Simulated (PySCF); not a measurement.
tin monoxide (OSn), singlet, at a GFN2-xTB geometry (such geometries of metal compounds can be far from the true shape) (core potentials on Sn). Base run: PBE0/def2-SV(P) (PySCF).

Input for PySCF:
```python
from pyscf import gto, scf, dft

mol = gto.Mole()
mol.atom = '''
    Sn   -0.00000000   -0.00000000   -0.24879316
    O     0.00000000    0.00000000    1.55495727
'''
mol.basis = 'def2-sv(p)'
mol.ecp = {'Sn': 'def2-sv(p)'}
mol.verbose = 4
mol.build()

mf = dft.RKS(mol)
mf.xc = 'pbe0'
mf.kernel()
```

Each row names what was changed in the base input (with any setting that the change needs).

```tsv
change	ΔE vs base (mEh)	fitting functions	dipole (D)	outcome
base	0.000	-	3.79	converged
auxbasis = default (with mf = mf.density_fit())	0.014	295	3.79	converged
auxbasis = def2-tzvp-ri	-	-	-	input refused
auxbasis = def2-svp-ri	-	-	-	input refused
auxbasis = even-tempered beta=1.6	0.028	517	3.79	converged
auxbasis = even-tempered beta=3.0	(withheld)	(withheld)	(withheld)	converged
auxbasis = def2-universal-jfit	848.1	107	3.70	converged
auxbasis = cc-pvtz-ri	-	-	-	input refused
auxbasis = cc-pvtz-jkfit	-	-	-	input refused
only_dfj = on; auxbasis = def2-universal-jfit	-0.201	107	3.79	converged
```

Question: Some entries are withheld; supply them.

Answer: 
- auxbasis = even-tempered beta=3.0, ΔE vs base (mEh): -47.434
- auxbasis = even-tempered beta=3.0, fitting functions: 236
- auxbasis = even-tempered beta=3.0, dipole (D): 3.74

A fitting set is made for a task (jfit for Coulomb, jkfit for Coulomb and exchange, ri for correlation) and for a family of orbital bases.

- auxbasis = def2-tzvp-ri: ended with `pyscf.lib.exceptions.BasisNotFoundError: Basis set not found for Sn in def2-tzvp-ri`
- auxbasis = def2-svp-ri: ended with `pyscf.lib.exceptions.BasisNotFoundError: Basis set not found for Sn in def2-svp-ri`
- auxbasis = cc-pvtz-ri: ended with `pyscf.lib.exceptions.BasisNotFoundError: Basis set not found for Sn in cc-pvtz-ri`
